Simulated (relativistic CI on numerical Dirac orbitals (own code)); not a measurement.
Radial parameters of Er LII

These numbers are calculated, not measured: Dirac-Coulomb-Breit CI, separate exchange-only KLI orbitals for each configuration, model QED (radiative potential, 1s self-energy scaled to tabulated hydrogen-like ionisation energies), unscaled Slater integrals (own radial code, finite nucleus).

Slater integrals F^k, G^k are unscaled and averaged over j, outside the closed core [Ne]; ζ comes from projecting the Hamiltonian with its Breit term on Σ l·s of the shell.

- 3s²3p⁵: ζ(3p) = 1.252e+06 cm⁻¹; <r>(3p) = 0.2035, <r^2>(3p) = 0.04795 (bohr units).
- 3s²3p⁴3d: F^2(3p,3p) = 481220, ζ(3p) = 1.2509e+06, F^2(3p,3d) = 485430, G^1(3p,3d) = 505300, G^3(3p,3d) = 341050, ζ(3d) = 170840 cm⁻¹; <r>(3p) = 0.2037, <r^2>(3p) = 0.04802, <r>(3d) = 0.1804, <r^2>(3d) = 0.03756 (bohr units).
- 3s3p⁵3d: G^1(3s,3p) = 610480, ζ(3p) = 1.2507e+06, G^2(3s,3d) = 384250, F^2(3p,3d) = 485200, G^1(3p,3d) = 505190, G^3(3p,3d) = 340950, ζ(3d) = 171570 cm⁻¹; <r>(3s) = 0.2084, <r^2>(3s) = 0.0496, <r>(3p) = 0.2038, <r^2>(3p) = 0.04807, <r>(3d) = 0.1805, <r^2>(3d) = 0.03761 (bohr units).

Averages of the first 10 configurations, taken without configuration mixing, which lowers the lowest level and can move excited configurations by several eV; other configurations of the list can lie among them:

```tsv
Configuration	Parity	States	Average energy above the lowest level (eV)
3s²3p⁵	odd	6	86.6
3s3p⁶	even	2	431.1
3s²3p⁴3d	even	150	419.7
3s3p⁵3d	odd	120	755.2
3p⁶3d	even	10	1111.6
3s3p⁴3d²	even	1350	1087.3
3s²3p³3d4p	even	1200	2666.0
3p⁶4s	even	2	2899.1
3s3p⁴3d4s	even	600	2862.7
3s²3p⁴4s	even	30	2203.5
```
